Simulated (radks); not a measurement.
The nuclear charge of the nickel ion Ni+ is varied continuously with 27 electrons held in [Ar] 3d9. Method: non-relativistic Kohn-Sham, LDA (Slater exchange, Perdew-Wang correlation), spin-polarised, spherical densities, point nucleus; open shells are filled with parallel spins first; computed with a radial shooting solver on a logarithmic mesh with Libxc functionals. By the Hellmann-Feynman theorem dE/dZ = E(electron-nucleus)/Z, the electronic potential at the nucleus.

Z     E (hartree)  E(electron-nucleus)/Z (hartree)  HOMO  e(HOMO) (eV)  <r> HOMO (bohr)
27.6  -1454.52695                         -125.860    3d        -7.658            1.167
27.8  -1479.82097                         -127.080    3d       -10.177            1.119
28    -1505.35860                         -128.296    3d       -12.921            1.077
28.2  -1531.13917                         -129.509    3d       -15.880            1.039
28.4  -1557.16206                         -130.719    3d       -19.041            1.006
28.6  -1583.42676                         -131.927    3d       -22.398           0.9757
28.8  -1609.93279                         -133.133    3d       -25.942           0.9480
29    -1636.67975                         -134.336    3d       -29.666           0.9226

The central difference of E at Z = 28 is -128.295 hartree, to compare with the third column; the second derivative is -6.07 hartree.
